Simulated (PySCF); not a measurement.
Compound: C3H5BClP.
Geometry (PBE0-D3(BJ)/def2-SVP, Å), atoms numbered from 1 in this order:
```xyz
11
C3H5BClP angstrom
P      2.5189   -0.9527    0.8474
B      1.0040   -0.4144   -0.1353
C     -0.2369    0.2337    0.5298
C     -1.6581   -0.0441   -0.0425
C     -1.1514    1.1086   -0.2955
Cl    -1.2372    2.6312   -1.0000
H      2.6759    0.1087    1.7809
H      3.5803   -0.6282   -0.0388
H      0.9553   -0.7164   -1.3075
H     -0.1930    0.4745    1.6060
H     -2.4293   -0.8046   -0.0886
```

Computed, not measured: PBE0-D3(BJ)/def2-SVP geometry optimisation, gas phase (PySCF 2.14.0).

Take the most abundant isotopes and a rigid rotor. The values belong to one conformer with, in the numbering `[PH2:1][BH:2][C@@H:3]1[CH:4]=[C:5]1[Cl:6]`, H–P1–B2–C3 -41° and -143°, P1–B2–C3–C4 -146°.

(1) What are A, B and C (MHz)?

(2) What kind of rotor is it?

(3) What does the inertial defect say?

(4) Give the other two planar moments, Paa and Pbb, and the rms extents of the mass along the axes.

(5) Which types of transition are allowed, and where do some lines up to J = 5 fall?

(6) Estimate the classical rotational partition function at 10 K, 25 K and 100 K.

Answers

(1) Ia = 85.85, Ib = 578.01, Ic = 637.52 u·Å²; 505379 MHz·u·Å²/I gives A = 5887, B = 874.3, C = 792.7 MHz.

(2) A near-prolate asymmetric top: κ = (2 × 874.3 − 5887 − 792.7)/(5887 − 792.7) = -0.97.

(3) Not planar: Δ = Ic − Ia − Ib = -26.33 u·Å². For a rigid frame Δ = −2 Σ m c², so Σ m c² = 13.17 u·Å² lies off the ab plane: 7.66 from hydrogen and 5.51 from heavier atoms. The atom farthest from that plane is 1.73 Å away.

(4) Paa = Σ m a² = (Ib + Ic − Ia)/2 = 564.84 and Pbb = Σ m b² = (Ia + Ic − Ib)/2 = 72.68 u·Å². With the mass M = 117.99 u, the rms extents √(P/M) along a, b and c are 2.19, 0.78, 0.33 Å.

(5) The dipole components are |μa| = 0.73 D, |μb| = 0.30 D, |μc| = 0.29 D. The squared components, which scale the intensities, stand as 1.00 : 0.17 : 0.16 (a : b : c). Some of the stronger lines:

```
type  branch         J(Ka,Kc)    MHz  lower level (cm⁻¹)
   a       R  3(1,3) ← 2(1,2)   4878               0.331
   a       R  3(2,2) ← 2(2,1)   5001               0.841
   b       Q  1(1,0) ← 1(0,1)   5094               0.056
   b       Q  2(2,0) ← 2(1,1)  15039               0.339
   c       R  5(2,4) ← 4(1,4)  23904               0.711
   b       Q  5(3,2) ← 5(2,3)  25242               1.509
   c       Q  4(3,2) ← 4(2,2)  25256               1.231
   b       R  4(4,0) ← 3(3,1)  42043               1.851
   c       R  5(4,1) ← 4(3,1)  43710               2.073
   c       R  5(4,2) ← 4(3,2)  43710               2.073
   b       R  5(5,1) ← 4(4,0)  53817               3.253
```

(6) Point group C1, symmetry number σ = 1; q = (√π/σ)·√((kT/h)³/(ABC)), k/h = 20836.6 MHz/K: 2640 at 10 K, 10400 at 25 K, 83500 at 100 K.

No frequency check. Constants of a rigid frame at the computed geometry: no zero-point averaging, no centrifugal distortion. Quadrupole hyperfine structure (11B, 35Cl) is left out.
